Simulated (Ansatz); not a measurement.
```xyz
13

C    -0.0183   -1.3572    1.6408
C    -0.1453   -0.0650    1.3492
Si    0.1323    0.6391   -0.3433
N    -1.2295    0.9991   -1.3026
N     1.0837   -0.4718   -1.2107
Cl    0.9909    2.5054   -0.0260
H    -0.2033   -1.7463    2.6384
H     0.2733   -2.0846    0.8883
H    -0.4466    0.6159    2.1437
H    -1.6518    1.9109   -1.2592
H    -1.8944    0.2803   -1.5372
H     1.8893   -0.8985   -0.7830
H     1.2197   -0.3275   -2.1985
```

Total charge 0; spin multiplicity 1.

(1) List the r2SCAN/def2-TZVPP orbital energies in eV (Ansatz). (Best estimate.)

Answers

(1) Ansatz gave: Occupied: -2752.68, -1791.81, -384.83, -384.78, -273.28, -272.85, -254.09, -192.61, -192.49, -192.49, -142.07, -97.00, -96.92, -96.89, -22.66, -21.98, -20.77, -19.87, -15.00, -13.32, -12.78, -12.64, -11.49, -10.63, -10.46, -9.76, -8.45, -7.94, -7.68, -7.16, -6.63, -6.40. Lowest empty: -1.27, 0.80, 1.38, 1.73, 2.38, 2.53, 2.72, 3.06.
